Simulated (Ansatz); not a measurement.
Species: C2H8Si2, SMILES `C=[Si](C)[SiH3]` (charge 0, multiplicity 1).

Give a relaxed geometry from B3LYP-D3(BJ)/def2-TZVP run with Ansatz (an electronic-structure program).

the end point of this relaxation (outside a Z-matrix the atoms follow the SMILES, hydrogens last).
Bond lengths (Å): C1–Si2 1.708, C1–H5 1.083, C1–H6 1.084, Si2–C3 1.874, Si2–Si4 2.328, C3–H7 1.092, C3–H8 1.091, C3–H9 1.092, Si4–H10 1.484, Si4–H11 1.484, Si4–H12 1.481. Angles (°): Si2–C1–H5 121.6, Si2–C1–H6 123.4, H5–C1–H6 115.1, C1–Si2–C3 122.2, C1–Si2–Si4 119.8, C3–Si2–Si4 118.0, Si2–C3–H7 111.1, Si2–C3–H8 110.0, Si2–C3–H9 111.1, H7–C3–H8 108.5, H7–C3–H9 107.5, H8–C3–H9 108.5, Si2–Si4–H10 110.9, Si2–Si4–H11 110.9, Si2–Si4–H12 109.0, H10–Si4–H11 107.5, H10–Si4–H12 109.3, H11–Si4–H12 109.3.
